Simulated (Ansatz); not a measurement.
`CC[O][Sn]([F])([O]CC)[O]CC` at its PBE0-D4/def2-TZVP geometry, where that method's forces vanish. Charge 0, multiplicity 1. Sn takes the def2 core potential.

```xyz
26

C    -3.7238    1.3258    0.1424
C    -2.3472    1.5575   -0.4283
O    -1.5535    0.4067   -0.1651
Sn    0.2466    0.2592   -0.8698
F     0.1468    0.7344   -2.7148
O     1.5407    1.4740   -0.1070
C     2.1074    1.2009    1.1704
C     3.1709    2.2342    1.4445
O     0.8472   -1.5615   -0.6339
C    -0.0058   -2.6559   -0.9540
C     0.6390   -3.9221   -0.4492
H    -4.1896    0.4555   -0.3239
H    -4.3598    2.1967   -0.0358
H    -3.6682    1.1513    1.2188
H    -1.8938    2.4458    0.0313
H    -2.4117    1.7425   -1.5076
H     2.5427    0.1941    1.1928
H     1.3332    1.2426    1.9483
H     3.9533    2.1873    0.6849
H     3.6249    2.0602    2.4235
H     2.7410    3.2377    1.4343
H    -0.1507   -2.7134   -2.0403
H    -0.9935   -2.5243   -0.4950
H     1.6194   -4.0612   -0.9087
H     0.0161   -4.7870   -0.6918
H     0.7684   -3.8810    0.6341
```

(1) What forces (eV/Å) does B3LYP-D4/def2-TZVPP give on these atoms in Ansatz? (Estimate.)

Results:

(1) Computed: 
```
C1  -0.199 -0.029  0.081
C2  -0.064  0.345 -0.137
O3  -0.086 -0.205  0.143
Sn4  0.038 -0.004  0.036
F5  -0.021  0.091 -0.359
O6   0.063  0.219 -0.144
C7   0.040 -0.189  0.321
C8   0.151  0.144  0.042
O9   0.248 -0.031  0.095
C10 -0.307 -0.162 -0.151
C11  0.088 -0.183  0.068
H12  0.011  0.041  0.027
H13  0.017 -0.040  0.012
H14 -0.014  0.007 -0.048
H15 -0.019 -0.049 -0.033
H16  0.011 -0.007  0.068
H17 -0.035  0.060  0.001
H18  0.040 -0.012 -0.045
H19 -0.029  0.010  0.040
H20 -0.012  0.016 -0.041
H21  0.030 -0.040  0.003
H22  0.001  0.009  0.062
H23  0.061 -0.004 -0.036
H24 -0.043 -0.004  0.027
H25  0.032  0.028  0.015
H26 -0.002 -0.012 -0.048
```

B3LYP here is the variant with VWN-RPA as its local correlation; programs differ in this.
